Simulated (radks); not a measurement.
The mean radii <r> (bohr) of the occupied orbitals of an atom or ion are listed with their occupations. All-electron calculation, non-relativistic Kohn-Sham, TPSS, spin-polarised, spherical densities, point nucleus; meta-GGA in the generalised Kohn-Sham scheme. Program: a radial shooting solver on a logarithmic mesh with Libxc functionals.

orbital  occ.      <r>
1s down     1  0.05911
1s up       1  0.05911
2s up       1   0.2698
2s down     1   0.2694
2p up       3   0.2369
2p down     3   0.2364
3s up       1   0.7899
3s down     1   0.7931
3p up       3   0.8129
3p down     3   0.8182
3d up       3   0.8587

Name the element and its charge. Open shells, if any, are filled with parallel spins first.

Answer. Z = 26, iron, charge +5: Fe5+ in [Ar] 3d3. The 1s radius gives Z: for a bare nucleus <r> = 1.5/Z, 0.05769 bohr for Z = 26, and screening makes it slightly larger (0.05911 here). The occupations add up to 21, and the charge is Z minus that.
